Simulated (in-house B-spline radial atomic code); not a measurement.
## RPA and G0W0 on PBE0: Ga IX (Ga8+)

Configuration [Ar] 3d5, highest spin, mean-field start PBE0. Computed with an all-electron radial atomic-structure program (B-spline basis): all electrons, non-relativistic, point nucleus, each spin shell either full or empty, empty states to l = 9 with an (l + 1/2)⁻⁴ tail; G0W0 by contour deformation at full frequency.

Command:
```bash
python run_gw.py task.json out
```
Settings (radii: box in bohr, nucleus in fm):
```
Z                        31
electrons                23
configuration            [Ar] 3d5
hamiltonian              nr
method                   pbe0
lmax                     9
spin_polarised           True
box_radius               7.7
intervals                49
```

Cost of the run: 1.8 s on 1 thread of Arm Neoverse V1, with other jobs on the host.

Energies (hartree):

```json
{"term": "mean-field total", "value": "-1901.30916"}
{"term": "Hartree-Fock functional on these orbitals", "value": "-1900.51950"}
{"term": "direct second order", "value": "-1.7281"}
{"term": "second-order exchange", "value": "0.56313"}
{"term": "SOSEX correction", "value": "0.53008"}
```

Question: What is the RPA correlation energy, and what remains with SOSEX?

Answer: RPA gives -1.5703 hartree (-1.86 eV per electron); RPA + SOSEX gives -1.0402, and the second-order doubles -1.1649 hartree (no singles). SOSEX takes back 34 % of the RPA value.

Quasi-particle levels (eV):

```csv
level,occupied,mean field,Σx - vxc,Σc,QP weight,G0W0
3d up,yes,-200.53,-13.81,?,?,?
3p down,yes,-271.15,-11.47,-0.01,0.971,-282.63
3s down,yes,-320.20,-18.87,7.86,0.866,-331.22
3d down,no,-181.71,15.85,-5.44,0.975,-171.29
```

G0W0 = mean field + (Σx - vxc) + Σc, with Σc (partial-wave tail included) taken at the quasi-particle energy. Only the outer levels were computed. Levels of low weight are left out.

Question: Where does G0W0 put 3d up?

Answer: At -212.79 eV, with Σc = 1.56 eV and a quasi-particle weight of 0.974. The tabulated removal energy is 211 ± 2.2 eV (NIST, tabulated theory); the calculation leaves out relativity, Breit and QED terms, and what these don't explain is the method's own error.
